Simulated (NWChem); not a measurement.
H4FN2NbO

SMILES: [NH2][Nb]([NH2])(=[O])[F]
```xyz
9

Nb    -0.0665    -0.0075     0.0000
O     -1.5981     0.7399     0.0000
F     -0.1420    -1.9059     0.0000
N      0.8688     0.5950    -1.6395
H      1.8292     0.3649    -1.8944
H      0.4837     1.2412    -2.3268
N      0.8688     0.5950     1.6395
H      0.4837     1.2412     2.3268
H      1.8292     0.3649     1.8944
```
Charge 0, spin multiplicity 1.

The numbers come from NWChem runs, not from measurements. The geometry was optimised at B3LYP/def2-SVP with def2 effective core potentials on Nb, held to Cs symmetry and with no frequency check, so it may be a saddle point. It is one conformer; others weren't searched.

Effective core potentials replace the inner electrons of Nb; spin-orbit coupling is left out. B3LYP has NWChem's definition, with VWN1-RPA local correlation. The structure started from a generated list of species. The stability of the SCF solutions was not checked.

Worked example. At B3LYP/def2-TZVP the parent has a total energy of -344.32868 Ha and the doublet with one electron less, at the same geometry, -343.97083 Ha. The vertical ionisation energy is their difference.

ΔE = -343.97083 − (-344.32868) = 0.35785 Ha. Times 27.2114 eV/Ha this is 9.74 eV, or 940 kJ/mol; λ = 1239.84/9.74 = 127.3 nm. No relaxation of the ion's geometry and no zero-point term enter.
